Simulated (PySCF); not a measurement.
CH₅IO₂Si, SMILES C[Si](O)(O)I.

Geometry optimised at B3LYP-D3(BJ)/def2-SVP. The structure was generated by enumeration, and PubChem lists no compound with its InChIKey, so it may never have been made. The def2 effective core potentials stand for the cores of I; spin–orbit coupling is left out. One conformer was computed; it need not be the lowest.

These are B3LYP/def2-TZVP run with PySCF values and carry that method's errors.

Isolated molecule, no solvent.

**Question.** Estimate the frontier levels, gap, dipole moment and polarisability. (The exact figures need the calculation; the answer reports its results.)

**Answer.** 
```yaml
highest_occupied_level: -7.38 eV
lowest_empty_level: -0.22 eV
orbital_gap: 7.16 eV
dipole_moment: 0.90 D
quadrupole, principal values (traceless, Buckingham form, about the centre of nuclear charge): -6.36, 0.16, 6.20 D·Å
mean_static_polarisability: 74.7 bohr³ (11.06 Å³)
polarisability_principal_values: 63.5, 67.9, 92.6 bohr³
```
